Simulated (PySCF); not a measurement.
H₅O₂PSi, SMILES O[SiH](O)P.

The structure is a stationary point at PBE0-D3(BJ)/def2-SVP. One conformer was computed; it need not be the lowest.

All values below come from PBE/def2-TZVP (PySCF).

Symmetry labels are those of the subgroup Cs that the program uses (full group Cs).

Problem. List the valence orbital energies around the gap with their symmetry. (Estimate from the structure and the level; the computed values follow.)

Solution. 
| orbital | symmetry | energy (eV) |
|---|---|---|
| HOMO−7 | A' | -10.90 |
| HOMO−6 | A" | -9.40 |
| HOMO−5 | A' | -9.13 |
| HOMO−4 | A" | -8.68 |
| HOMO−3 | A' | -8.08 |
| HOMO−2 | A' | -7.55 |
| HOMO−1 | A" | -7.50 |
| HOMO | A' | -6.35 |
| LUMO | A' | -0.64 |
| LUMO+1 | A" | -0.41 |
| LUMO+2 | A' | 0.11 |
| LUMO+3 | A" | 0.29 |
